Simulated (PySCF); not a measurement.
Gas-phase reaction: 2 InCH₃ + 4 H ⇌ 2 InH₃ + C₂H₄. Level: M06-2X/def2-TZVP†; standard pressure 1 bar.

Computed with PySCF and rigid-rotor harmonic-oscillator thermochemistry at 1 bar. † marks an energy on the PBE0/def2-TZVP geometry and frequencies. Open shells (unrestricted): H (multiplicity 2); the rest are closed-shell singlets. In: scalar-relativistic def2 core potential, no spin-orbit coupling. InCH₃, InH₃: computed as isolated molecules; such fragments, hydroxides, amides, oligomers or adducts are transient or little studied in the gas. The harmonic model lacks anharmonicity and excited electronic states, which grow with temperature; levels with a mode under 35 cm⁻¹ are left out.

```
T (K)  1000/T (1/K)  log10 K
-----  ------------  -------
1000         1.0000    20.00
1200         0.8333    13.70
1400         0.7143        ?
1600         0.6250     5.80
1800         0.5556     3.16
2000         0.5000     1.05
```

### Question
Fit log10 K = a + b·(1000/T) to the five rows, get the mean ΔH° and ΔS°, and predict log10 K at 1400 K.

### Answer
Means: 1000/T = 0.7028, log10 K = 8.742. Sums of products about the means: Sxy = 6.60339, Sxx = 0.174207, so b = Sxy/Sxx = 37.91 and a = 8.742 − (37.91)×0.7028 = -17.90.
ΔH° = −R ln 10 × 1000 K × b = −19.145 × (37.91) = -726 kJ; ΔS° = R ln 10 × a = -343 J/K. The run's own values go from -723 kJ and -340 J/K at 1000 K to -728 kJ and -344 J/K at 2000 K.
Prediction at 1400 K: -17.90 + (37.91)×0.7143 = 9.18. The computed value is 9.19, 0.01 from the line.
For scale, ΔH°(298 K) is -703 kJ at this level, -755 kJ at ωB97M-V/def2-TZVP†, and runs from -869 to -574 kJ over the 18 levels computed.
